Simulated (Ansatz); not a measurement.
C$_{8}$H$_{8}$O$_{5}$Ru (`[O+]#[C][Ru-5]([C]#[O+])([C]#[O+])([C]#[O+])[O+]1CCCC1`). Charge 0, multiplicity 1. Correlated methods include outer-core shells of Ru, which these sets cover unevenly. Ru takes the def2 core potential.

```xyz
22

O     1.2870    1.9794   -3.3176
C     1.1377    1.0614   -2.6671
Ru    0.8724   -0.4943   -1.5411
C     2.7375   -0.6819   -1.3573
O     3.8606   -0.9085   -1.3976
C    -0.1459   -1.3060   -2.9026
O    -0.6000   -1.8734   -3.7891
C     0.6192   -2.0499   -0.4371
O     0.4675   -2.9680    0.2181
O    -0.2776    0.9723    0.0039
C     0.3403    1.2510    1.2603
C    -0.2418    0.2257    2.2261
C    -1.6084   -0.1246    1.6034
C    -1.6435    0.6992    0.3180
H     1.4180    1.1865    1.1239
H     0.0747    2.2734    1.5582
H     0.3961   -0.6571    2.2811
H    -0.3305    0.6315    3.2343
H    -2.4429    0.1294    2.2578
H    -1.6740   -1.1911    1.3867
H    -2.1600    1.6547    0.4735
H    -2.0863    0.1902   -0.5358
```

(1) Give the diagnostics of a CCSD(T)/def2-TZVPP run (frozen core, Ansatz). (Estimate.)

Results:

(1) The calculation gave: T1 = 0.0200, largest single amplitude 0.037, largest double 0.028, (T) share of the correlation energy 5.2 %, 12 CCSD cycles. The RHF solution is stable towards an unrestricted one. T1 lies over the customary mark of 0.02 for closed shells; compounds of d metals often pass it without a breakdown.
